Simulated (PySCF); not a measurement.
**Spin states of GaF**

Unrestricted PBE0; PySCF, no relativity, basis sets Ga def2-TZVPPD, F def2-TZVPPD. Outer shells of the fragments: Ga 3d10 4s2 4p1; F 2s2 2p5.

Followed along the bond (rough minima from three points):

```csv
2Ms+1,unpaired,⟨S²⟩ at the start,R at minimum (Å),Te (eV)
1,none,0.00,1.79,0.00
3,"σ ↑, π ↑",2.00,1.77,3.84
```

Solutions found at the starting distance of 1.820 Å, counted from the lowest of them; the search is not exhaustive and high or unbound solutions are not listed, so other states can lie among these:

```json
{"2Ms+1": "1", "unpaired": "none", "term": "¹Σ⁺", "E (eV)": "0.00", "⟨S²⟩": "0.00", "⟨Lz²⟩": "0.00", "μ (D)": "-2.53"}
{"2Ms+1": "3", "unpaired": "σ ↑, π ↑", "term": "³Π", "E (eV)": "3.86", "⟨S²⟩": "2.00", "⟨Lz²⟩": "1.00", "μ (D)": "-2.37"}
{"2Ms+1": "1", "unpaired": "σ ↑, π ↓", "term": "mixed", "E (eV)": "4.58", "⟨S²⟩": "1.01", "⟨Lz²⟩": "1.00", "μ (D)": "-2.00"}
{"2Ms+1": "3", "unpaired": "σ ↑↑", "term": "³Σ⁺", "E (eV)": "6.14", "⟨S²⟩": "2.00", "⟨Lz²⟩": "0.00", "μ (D)": "-1.07"}
{"2Ms+1": "3", "unpaired": "π ↑↑", "term": "mixed", "E (eV)": "7.60", "⟨S²⟩": "2.01", "⟨Lz²⟩": "2.01", "μ (D)": "2.40"}
{"2Ms+1": "3", "unpaired": "π ↑↑", "term": "mixed", "E (eV)": "7.74", "⟨S²⟩": "2.01", "⟨Lz²⟩": "2.01", "μ (D)": "2.52"}
{"2Ms+1": "3", "unpaired": "σ ↑, δ ↑", "term": "³Δ", "E (eV)": "8.74", "⟨S²⟩": "2.01", "⟨Lz²⟩": "4.00", "μ (D)": "-2.34"}
```

A term symbol is given only where ⟨S²⟩ and ⟨Lz²⟩ are close to those of a pure state; real π, δ and φ orbitals otherwise mix terms. A positive dipole means Ga(−)F(+).

Counting both spins, an empty level lies below a filled one in some of these solutions, because spin and occupation are held.
